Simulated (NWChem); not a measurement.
System meant: GaN2H5O; SMILES [NH2][Ga]([NH2])[OH]

NWChem input:

```
start job
memory heap 200 mb stack 900 mb global 1100 mb
geometry units angstroms noautoz
  Ga     0.020776    -0.016544    -0.032936
  O      1.796745    -0.355703     0.020236
  H      2.317128     0.449554     0.188969
  N     -1.046277    -1.502252     0.078499
  H     -0.604093    -2.399577    -0.137337
  H     -1.986484    -1.474571    -0.322738
  N     -0.617483     1.706520     0.089951
  H     -1.600999     1.867510    -0.144652
  H     -0.050570     2.457883    -0.312094
end
basis spherical
  * library def2-svp
end
dft
  odft
  mult 2
  xc pbe0
  iterations 150
  mulliken
end
task dft energy
```

End of the output:

```
 Summary of "ao basis" -> "" (spherical)
 ------------------------------------------------------------------------------
       Tag                 Description            Shells   Functions and Types
 ---------------- ------------------------------  ------  ---------------------
 *                          def2-svp                  on all atoms

                                 NWChem DFT Module
                                 -----------------

 Summary of "ao basis" -> "ao basis" (spherical)
 ------------------------------------------------------------------------------
       Tag                 Description            Shells   Functions and Types
 ---------------- ------------------------------  ------  ---------------------
 Ga                         def2-svp                12       32   5s4p3d
 O                          def2-svp                 6       14   3s2p1d
 H                          def2-svp                 3        5   2s1p
 N                          def2-svp                 6       14   3s2p1d

 Summary of "ao basis" -> "ao basis" (spherical)
 ------------------------------------------------------------------------------
       Tag                 Description            Shells   Functions and Types
 ---------------- ------------------------------  ------  ---------------------
 Ga                         def2-svp                12       32   5s4p3d
 O                          def2-svp                 6       14   3s2p1d
 H                          def2-svp                 3        5   2s1p
 N                          def2-svp                 6       14   3s2p1d

  number of electrons :                   58
  multiplicity        :                    2
 ------------------------------------------------------------------------
  no. of electrons and multiplicity not compatible                  58
 ------------------------------------------------------------------------
 ------------------------------------------------------------------------
  current input line :
    24: task dft energy
 ------------------------------------------------------------------------
 ------------------------------------------------------------------------
 There is an error in the input file
 ------------------------------------------------------------------------
 For more information see the NWChem manual at https://nwchemgit.github.io

0: no. of electrons and multiplicity not compatible:Received an Error in Communication
```

**Question.** What is wrong, and how is it mended?

**Answer.** The program refused the input. Cause: the multiplicity doesn't fit the number of electrons (an even count wants an odd multiplicity, and the reverse). This input runs:
```
start job
memory heap 200 mb stack 900 mb global 1100 mb
geometry units angstroms noautoz
  Ga     0.020776    -0.016544    -0.032936
  O      1.796745    -0.355703     0.020236
  H      2.317128     0.449554     0.188969
  N     -1.046277    -1.502252     0.078499
  H     -0.604093    -2.399577    -0.137337
  H     -1.986484    -1.474571    -0.322738
  N     -0.617483     1.706520     0.089951
  H     -1.600999     1.867510    -0.144652
  H     -0.050570     2.457883    -0.312094
end
basis spherical
  * library def2-svp
end
dft
  xc pbe0
  iterations 150
  mulliken
end
task dft energy
```
It converges to -2111.80369 Ha (PBE0/def2-SVP).
